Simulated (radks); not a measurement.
Effect of the nuclear size on the tantalum ion Ta+, [Xe] 4f14 5d3 6s1. All-electron calculation, Dirac Kohn-Sham, LDA (Slater exchange, Perdew-Wang correlation), spin-unpolarised, spherical densities, finite nucleus; open shells fill j = l - 1/2 first; Fermi nuclear charge, rms radius 5.3507 fm. Program: a radial shooting solver on a logarithmic mesh with Libxc functionals. The rms radius is varied about that value; shifts are against it.

| rms radius (fm) | total energy shift (eV) | density at nucleus (e/bohr^3) | 1s1/2 shift (meV) | 2s1/2 shift (meV) | 5p1/2 shift (meV) | 6s1/2 shift (meV) | 5d3/2 shift (meV) | 6p1/2 (empty) shift (meV) | 7s1/2 (empty) shift (meV) |
|---|---|---|---|---|---|---|---|---|---|
| 4.4839 | -16.0 | 1.387e+06 | -6500 | -908 | 0.312 | -0.803 | 0.324 | 0.112 | -0.122 |
| 5.0832 | -5.14 | 1.33e+06 | -2090 | -291 | 0.100 | -0.258 | 0.104 | 0.036 | -0.039 |
| 5.3507 | 0 | 1.307e+06 | 0.000 | 0.000 | 0.000 | 0.000 | 0.000 | 0.000 | 0.000 |
| 5.8644 | 10.4 | 1.268e+06 | 4210 | 587 | -0.201 | 0.519 | -0.210 | -0.073 | 0.079 |
| 5.9607 | 12.4 | 1.261e+06 | 5020 | 701 | -0.240 | 0.620 | -0.251 | -0.087 | 0.094 |

Slopes of the eigenvalues against <r^2> in GHz/fm^2, as finite differences over the two radii next to the reference (eigenvalue slopes, not the field-shift constants of lines): 1s1/2 178000, 2s1/2 24800, 5p1/2 -8.52, 6s1/2 22.0, 5d3/2 -8.88, 6p1/2 (empty) -3.08, 7s1/2 (empty) 3.34.
